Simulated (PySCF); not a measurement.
Gas-phase reaction: SiBr4 + 2 HBr = SiH2Br2 + 2 Br2

Method: PySCF energies plus ideal-gas RRHO corrections (1 bar). 'Table' is the NASA 1993 thermochemical table (part measured, part estimated). † marks an energy on the PBE0/def2-TZVP geometry and frequencies. MP2 freezes the core. All species are closed-shell singlets. Br: all electrons, no relativistic terms. MP2 isn't extrapolated to the basis-set limit. The table's entry may be an old estimate for SiBr4, SiH2Br2 (not checked at source).

PBE0/def2-SVP† gives ΔH°(298 K) = 358.2 kJ.

Problem. What does MP2/def2-TZVPP† give, and where does the table lie?

Solution. MP2/def2-TZVPP†: 399.4 kJ. Table: 359.8 kJ.
